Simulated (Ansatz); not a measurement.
A CCSD(T) single point on CH$_{3}$GaO.

```yaml
crystal:
  periodic: [false, false, false]
  atoms:
    - {symbol: C, position_ang: [0.200776, 0.125826, -0.517997]}
    - {symbol: O, position_ang: [-0.273503, -0.206299, 0.743256]}
    - {symbol: Ga, position_ang: [-0.891484, -0.644060, 2.355802]}
    - {symbol: H, position_ang: [-0.616350, 0.452173, -1.172726]}
    - {symbol: H, position_ang: [0.690321, -0.732776, -0.993409]}
    - {symbol: H, position_ang: [0.932240, 0.941037, -0.461125]}
basis:
  gaussian: {orbitals: def2-SVP}
correlation: {method: ccsd_t}
```

```sh
$ ansatz run in.yaml --threads 2 --pin off --events-out ev --progress --plain --max-ram 4352MiB
```

Output of Ansatz, abridged:

```
Functional definition: HF
750 factors; integrals over basis functions are off by at most 1.1e-3 eV
mean field evaluation 1: about -55437.8956 eV, gradient 3.5e1 eV
mean field evaluation 2: about -55437.9402 eV, gradient 3.5e1 eV
mean field evaluation 4: about -55440.7074 eV, gradient 2.8e0 eV
mean field evaluation 8: about -55440.7434 eV, gradient 2.6e-1 eV
mean field -55440.74369414 eV, -2037.4097516739 hartree, gradient 1.6e-6 eV, S^2 0.000000; 0 other end points of the search recorded, 0 dependent functions left out
11 core orbitals not correlated: weight in the atoms' cores, before any rotation towards them, 1.000 or more for the frozen orbitals, at most 0.000 for the correlated occupied ones
reference -55440.74369414 eV, -2037.4097516739 hartree; 13, 13 occupied and 51, 51 virtual orbitals, 750 factors
second order -14.16942245 eV of doubles, -0.00000000 eV of singles
cycle   1  -13.95872997 eV  change    2.1e-1 eV  update   1.2e-1
cycle   2  -14.46247391 eV  change   -5.0e-1 eV  update   4.2e-2
cycle   3  -14.60374348 eV  change   -1.4e-1 eV  update   2.5e-2
cycle   4  -14.58719241 eV  change    1.7e-2 eV  update   6.9e-3
cycle   5  -14.58447053 eV  change    2.7e-3 eV  update   3.8e-3
cycle   6  -14.58547451 eV  change   -1.0e-3 eV  update   1.1e-3
cycle   7  -14.58506908 eV  change    4.1e-4 eV  update   4.1e-4
cycle   8  -14.58503946 eV  change    3.0e-5 eV  update   8.3e-5
cycle   9  -14.58507470 eV  change   -3.5e-5 eV  update   2.4e-5
cycle  10  -14.58507259 eV  change    2.1e-6 eV  update   5.8e-6
perturbative correction -0.45043257 eV, -0.0165530918 hartree
Total energy: -55455.77919931 eV, -2037.9622962973 hartree
```

It took 2 s on 2 threads of an AMD EPYC 7R32 on a shared host, with 0.21 GiB of host memory at the peak.

The correlation energy is -15.036 eV, 3.0 % of it from (T); the T1 diagnostic reads 0.0173.
